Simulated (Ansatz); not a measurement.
Z-matrix (Å, degrees):
```
B
F 1 1.3167
H 1 1.1975 2 117.81
H 1 1.1975 3 124.39 2 -179.99
```
Charge 0, spin multiplicity 1.

Method: Ansatz (an electronic-structure program) with frozen-core CCSD(T)/cc-pVTZ // PBE0-D3(BJ)/def2-TZVP.

| Quantity | Value |
|---|---|
| HF energy | -125.37343 Ha |
| MP2 correlation energy | -0.35765 Ha |

**Question.** Estimate the CCSD correlation energy, the (T) correction, the total energy and the T1 diagnostic.

**Answer.** 
The CCSD correlation energy is -0.37161 Ha, the (T) correction is -0.01027 Ha and the CCSD(T) total energy comes out as -125.75530 Ha. The T1 diagnostic is 0.013.
